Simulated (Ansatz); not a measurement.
Relaxed structures of SiH₃SeO (charge -1), singlet (PBE0-D4/def2-TZVPD; forces vanish, vibrations not checked; lower isomers may exist, and structures with a doubtful reference or unclear bonds are left out; Å). Program: Ansatz 0.2.0. Basis: def2-TZVPPD. Cores are frozen in the correlated methods. Filled d shells of the heavier atoms are correlated. The def2 sets are not built for correlating such inner shells, so the correlated values are less sure here.

**Question.** Rank them by CCSD(T) energy, lowest first, and give each one's height above the lowest. Links in brackets join atoms within 1.22 times the sum of their covalent radii (1.1 for two metals). (An estimate is asked for; the value comes from the calculation.)
A.
SiH₃SeO ([SiH2][OH][Se]), total charge -1
```
6
angstrom
O -1.0880 -0.7892 -0.0586
Si 0.5154 0.0980 0.3508
Se -1.1129 -2.4386 -1.0802
H -1.6716 -0.2014 -0.5435
H 0.7170 0.6476 -1.0728
H -0.3067 1.3433 0.7711
```
B.
SiH₃SeO ([OH][SiH2][Se]), total charge -1
```
6
angstrom
O -1.0546 -0.7338 -0.4003
Si 0.3321 0.0713 0.1433
Se 1.8449 -1.2359 0.9828
H -1.6968 -0.1173 -0.7600
H 0.7765 0.8873 -1.0518
H -0.2021 1.1283 1.0861
```
C.
SiH₃SeO ([OH][SiH][SeH]), total charge -1
```
6
angstrom
O -0.9140 -0.4720 -0.7136
Si 0.2763 0.3569 0.2337
Se 1.9464 -1.3747 0.7066
H -1.6489 -0.6976 -0.1423
H 1.1413 0.7740 -0.9655
H 1.5379 -1.6247 2.0970
```

**Answer.** The calculation gives: B (0.000 eV), C (1.466 eV), A (3.858 eV). Heights count from the lowest.

T1 diagnostic: at most 0.013.

For scale, one of the runs: CCSD(T)/def2-TZVPPD, 196 basis functions, launched by `ansatz run in.yaml --threads 2 --pin off --events-out ev --progress --plain --max-ram 4352MiB`. Time: 64 s of wall clock on 2 CPU threads of an Intel Xeon Platinum 8488C; the host was shared. Peak host memory: 2.2 GiB.
